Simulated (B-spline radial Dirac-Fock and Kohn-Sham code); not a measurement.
# What relativity does to the binding energies of La

System: neutral lanthanum in the configuration [Xe] 5d1 6s2.

Both columns are ΔSCF binding energies of the configuration average from a B-spline atomic structure program: non-relativistic Hartree-Fock with a point nucleus, and Dirac-Fock with a finite nucleus and the Coulomb interaction alone, averaged over the two j levels with weights 2j+1.

```csv
shell,Hartree-Fock (eV),Dirac-Fock (eV),shift (eV),shift (%)
1s,37275.6,39083.5,+1807.94,+4.85
2s,5849.0,6301.2,+452.21,+7.73
2p,5509.0,5645.2,+136.25,+2.47
3s,1285.2,1384.5,+99.28,+7.72
3p,1138.2,1169.4,+31.26,+2.75
3d,866.8,853.5,-13.25,-1.53
4s,274.6,295.7,+21.06,+7.67
4p,218.0,223.0,+4.97,+2.28
4d,117.6,113.4,-4.21,-3.58
5s,44.34,47.36,+3.02,+6.82
5p,26.68,26.77,+0.09,+0.36
5d,6.40,5.59,-0.81,-12.61
6s,4.46,4.69,+0.23,+5.18
```

Relativity binds 1s, 2s, 2p, 3s, 3p, 4s, 4p, 5s, 5p, 6s more strongly, among those listed most of all 2s in relative terms, and 3d, 4d, 5d more weakly, because the contracted s and p shells screen the nucleus better.

Values without a named source are computed, but for edge energies of neutral atoms, which are taken from tables.
